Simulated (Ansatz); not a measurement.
Two isomers of C2H5NSi: A = `C1=NC[SiH2]1`, B = `N=C1C[SiH2]1`.

Gas-phase electronic energies from Ansatz, PBE0-D4/def2-TZVP geometries. CCSD(T)/CBS adds triple-zeta CCSD(T) − MP2 to the extrapolated MP2 energy (def2 sets, frozen cores). DFT in def2-TZVPP. B3LYP here is the variant with VWN-RPA as its local correlation; programs differ in this. Each species was taken in one conformer, which may not be the lowest.

Task: Which isomer does CCSD(T)/CBS put lower? Give the gap. (An estimate is asked.)

Result: The calculation gave: A, by 15.4 kcal/mol.

Task: Give E(B) − E(A) in kcal/mol with B3LYP-D4, CCSD/def2-TZVPP, r2SCAN-D4, HF/def2-TZVPP, MP2/def2-TZVPP, ωB97M-V, B2PLYP. (An estimate is asked.)

Result: The calculation gave: B3LYP-D4 12.9, CCSD/def2-TZVPP 15.6, r2SCAN-D4 11.7, HF/def2-TZVPP 17.5, MP2/def2-TZVPP 15.3, ωB97M-V 14.4, B2PLYP 14.0. None reverses the order clearly.

Task: Does the order hold for the free energy at 298.15 K (harmonic terms from PBE0-D4)? (Best estimate.)

Result: Ansatz gave: Yes: G(B) − G(A) = +13.9 kcal/mol, for one conformer each.

Largest T1 diagnostic: 0.014.

From BLYP to BHLYP (50 % exact exchange), in def2-TZVPP and without D4, E(B) − E(A) moves by +3.6 kcal/mol. In def2-TZVPP, CCSD(T) changes the Hartree–Fock value by −2.2 kcal/mol (the triples alone add −0.3 kcal/mol) and MP2 by −2.2 kcal/mol.
